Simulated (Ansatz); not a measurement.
`C[S][GeH]([CH3])[Cl]` → `CSC` + `[Cl][GeH]` at 500 K and 1 bar (germylene formation by 1,1-elimination).

Computed with Ansatz on PBE0-D4/def2-TZVP structures; ΔE is electronic, products minus reactants. CBS: MP2 limit from def2 TZ/QZ plus the TZ coupled-cluster correction, frozen cores. For Ge outer-core shells are correlated without core-valence functions, which leaves a few kJ/mol of doubt a bond. Scalar relativity is left out up to krypton. Each species was taken in one conformer, which may not be the lowest.

| species | CCSD(T)/CBS energy (Eh) | H − E (kJ/mol) | S (J/(mol·K)) |
| --- | --- | --- | --- |
| `C[S][GeH]([CH3])[Cl]` | -3014.06069 | 279.4 | 477.9 |
| `CSC` | -477.48821 | 231.6 | 327.4 |
| `[Cl][GeH]` | -2536.49422 | 38.3 | 287.7 |

H − E and S are ideal-gas, rigid-rotor, harmonic terms from PBE0-D4/def2-TZVP, for one conformer and one mirror image of each species. 1 Eh = 2625.50 kJ/mol, R = 8.31446 J/(mol·K).

Question: By hand: ΔE, ΔH, ΔS and ΔG.

Answer: ΔE = (-477.48821) + (-2536.49422) − (-3014.06069) = 0.07826 Eh = 205.5 kJ/mol. Δ(H − E) = 231.6 + 38.3 − 279.4 = -9.5, so ΔH = 196.0 kJ/mol. ΔS = 327.4 + 287.7 − 477.9 = 137.2 J/(mol·K). ΔG = 196.0 − 500 × (137.2)/1000 = 127.4 kJ/mol.

Question: By hand: the equilibrium constant, and the temperature at which ΔG would vanish if ΔH and ΔS stayed fixed.

Answer: log₁₀ K = −ΔG/(RT ln 10) = -13.3. ΔG = 0 at ΔH/ΔS = 1429 K.

The number of gas molecules changes by +1, which sets the sign of ΔS. A doubt of 5 kJ/mol in ΔE shifts log₁₀ K by 0.5 here. Other conformers and mirror images would add mixing entropy, several J/(mol·K) or more a flexible species. Modes under 60 cm⁻¹, often nearly free rotors, make the harmonic entropy too high. These are equilibria of isolated gas molecules and say nothing of rates. Largest T1 diagnostic: 0.013 (customary marks: 0.02 for closed shells, 0.045 for open ones).
